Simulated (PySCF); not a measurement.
Vertical excitations of a molecule C₃H₄F₂Si from PySCF 2.14.0 with TDA-B3LYP/def2-SVPD, as energy in eV (oscillator strength): 5.65 (0.000), 5.87 (0.001), 5.91 (0.000), 7.51 (0.027), 7.58 (0.004), 7.98 (0.006), 7.99 (0.002), 8.02 (0.002), 8.07 (0.741), 8.13 (0.000). Lowest triplet (TDA): 4.64 eV. Coordinates come from a PBE-D3(BJ)/def2-SVP optimisation. Other conformers were not sampled.

Problem. Which structure fits?
A. F[C@@H]1C=C[Si@H]1F
B. C#C[C@H](F)[SiH2]F
C. FC1=C[C@H](F)[SiH2]1
D. FC(F)C#C[SiH3]

Solution. D, FC(F)C#C[SiH3]
